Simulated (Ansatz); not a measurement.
`[OH][Ga]([F])[Br]` + `[SiH3]OBS` → `[OH][Ga]([Br])[O][SiH3]` + `FBS`  (redistribution)

Calculated with Ansatz (gas phase, PBE0-D4/def2-TZVP geometries, no zero-point term in ΔE). CCSD(T)/CBS is the MP2 limit (def2-TZVPP, def2-QZVPP) plus CCSD(T) − MP2 in def2-TZVPP, frozen cores. This one scheme is used for every species. Functionals use def2-TZVPP. For Br, Ga outer-core shells are correlated without core-valence functions, which leaves a few kJ/mol of doubt a bond. Scalar relativity is left out up to krypton. Each species was taken in one conformer, which may not be the lowest.

| level | ΔE (kJ/mol) | difference from CCSD(T)/CBS |
| --- | --- | --- |
| r2SCAN-D4 | -0.7 | 4.1 |
| r2SCANh-D4 | -1.3 | 3.5 |
| BHLYP-D4 | -3.6 | 1.2 |
| ωB97X-V | -1.7 | 3.1 |
| ωB97M-V | -1.7 | 3.1 |
| BLYP | 2.3 | 7.1 |
| CAM-B3LYP | -0.8 | 4.0 |
| LC-ωPBE | -0.8 | 4.0 |
| HF/def2-SVP | -5.5 | -0.7 |
| CCSD(T)/def2-SVP | -5.7 | -0.9 |
| HF/def2-TZVPP | -5.2 | -0.4 |
| SCS-MP2/def2-TZVPP | -5.9 | -1.1 |
| CCSD/def2-TZVPP | -6.6 | -1.8 |
| HF/def2-QZVPP | -3.7 | 1.1 |
| MP2/def2-QZVPP | -4.5 | 0.3 |
| MP2/CBS(def2) | -4.4 | 0.4 |
| CCSD(T)/CBS | -4.8 | 0 |

Largest T1 diagnostic among the species: 0.014.

From BLYP to BHLYP (50 % exact exchange), in def2-TZVPP and without D4, ΔE moves by −3.9 kJ/mol. Leaving LDA and LC-ωPBE aside and taking each functional with its dispersion term where it has one, the values, not all of them listed here, spread over 7.5 kJ/mol, from BHLYP-D4 to revPBE-D4.
